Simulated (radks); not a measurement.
Si III, configuration [Ne] 3s2. Method: scalar-relativistic Kohn-Sham, BLYP, spin-polarised, spherical densities, finite nucleus; Fermi nuclear charge, rms radius 3.1224 fm; computed with a radial shooting solver on a logarithmic mesh with Libxc functionals.

Normalised radial functions P(r) = r R(r), r in bohr:

```
   r/bohr * 2s, o 2p, + 3s (the largest magnitude, 1.38, reaches the edge; | marks zero, & curves that meet)
 0.004557                             o+*
 0.005138                             o+ *
 0.005747                             o+ *
 0.006479                             o+ *
 0.007306                             o+  *
 0.008237                             o+  *
 0.009287                             o+  *
  0.01047                             o +  *
  0.01181                             o +  *
  0.01331                             o +   *
  0.01489                             o +   *
  0.01679                             o +    *
  0.01893                             |o+     *
  0.02134                             |o +    *
  0.02406                             |o +     *
  0.02713                             |o +      *
  0.03059                             |o +      *
  0.03449                             | o +      *
  0.03858                             | o +       *
  0.04349                             | o +       *
  0.04904                             |  o+       *
  0.05529                             |   &        *
  0.06234                             |   &       *
  0.07029                             |   +o      *
  0.07925                             |   + o    *
  0.08936                             |  +    o *
  0.09995                             |  +     &
   0.1127                             | +    *  o
   0.1271                             |+   *      o
   0.1433                             + *           o
   0.1615                           *+|               o
   0.1821                        *  + |                 o
   0.2053                    *     +  |                   o
   0.2315                *        +   |                    o
    0.259            *          +     |                      o
    0.292         *            +      |                       o
   0.3292      *               +      |                        o
   0.3712   *                 +       |                         o
   0.4185  *                   +      |                         o
   0.4718  *                   +      |                        o
    0.532   *                    +    |                       o
   0.5998     *                   +   |                     o
   0.6709       *                    +|                   o
   0.7564          *                  |+               o
   0.8529              *              |   +         o
   0.9616                 *           |      +   o
    1.084                    *        |        o+
    1.222                       *     |     o      +
    1.378                         *   |    o        +
    1.554                           * |  o           +
    1.738                            *| o            +
     1.96                            *|o             +
     2.21                             *o           +
    2.491                             &          +
    2.809                             &        +
    3.167                             &      +
    3.571                             &    +
    4.026                             &  +
    4.504                             & +
    5.078                             &+
    5.725                             &
    6.455                             &
```

2s: eigenvalue -160.62 eV, 1 radial node at r = 0.152 bohr, <r> = 0.568 bohr, 90 % of the charge inside 0.895 bohr. 2p: eigenvalue -116.93 eV, 0 radial nodes, <r> = 0.536 bohr, 90 % of the charge inside 0.902 bohr. 3s: eigenvalue -28.480 eV, 2 radial nodes at r = 0.149, 0.715 bohr, <r> = 1.95 bohr, 90 % of the charge inside 2.91 bohr.
